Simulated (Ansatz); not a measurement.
Sn₃S₃. Charge 0, multiplicity 1. Geometry r2SCAN-D4/def2-SVP.

```tsv
atom	x (Å)	y (Å)	z (Å)
Sn1	0.747	-2.341	-0.328
Sn2	-0.537	0.839	-1.345
Sn3	-0.755	0.798	2.224
S4	-1.328	-1.023	0.480
S5	1.604	-0.539	-1.659
S6	0.269	2.267	0.628
```

In the def2 sets Sn takes a core potential; there is no spin–orbit coupling. LC-ωPBE has ω = 0.4 bohr⁻¹. Another isomer (singlet) lies 0.26 eV lower at PBE0-D4/def2-TZVP; other spin states weren't run for this one.

(1) Estimate the orbital energies around the gap (eV) in Ansatz with HF/def2-TZVP, PBE-D4/def2-TZVP, r2SCAN-D4/def2-TZVP, PBE0-D4/def2-TZVP, LC-ωPBE/def2-TZVP.

Answers

(1) 
```csv
orbital,HF/def2-TZVP,PBE-D4/def2-TZVP,r2SCAN-D4/def2-TZVP,PBE0-D4/def2-TZVP,LC-ωPBE/def2-TZVP
HOMO−9,-14.56,-10.33,-10.64,-11.64,-14.55
HOMO−8,-11.81,-8.05,-8.40,-9.21,-11.80
HOMO−7,-11.69,-7.84,-8.19,-9.01,-11.67
HOMO−6,-10.84,-7.27,-7.59,-8.37,-10.99
HOMO−5,-10.45,-6.88,-7.19,-7.98,-10.46
HOMO−4,-9.84,-6.29,-6.58,-7.35,-9.85
HOMO−3,-9.45,-6.15,-6.43,-7.13,-9.57
HOMO−2,-9.31,-6.10,-6.39,-7.10,-9.47
HOMO−1,-8.87,-5.90,-6.17,-6.85,-9.15
HOMO,-8.03,-5.51,-5.73,-6.32,-8.46
LUMO,-0.40,-3.46,-3.47,-2.89,-1.10
LUMO+1,0.07,-3.14,-3.14,-2.54,-0.69
LUMO+2,0.82,-2.49,-2.33,-1.83,0.06
LUMO+3,1.40,-1.92,-1.73,-1.24,0.58
LUMO+4,1.65,-1.64,-1.46,-0.97,0.92
LUMO+5,2.46,-0.80,-0.48,-0.08,1.77
```
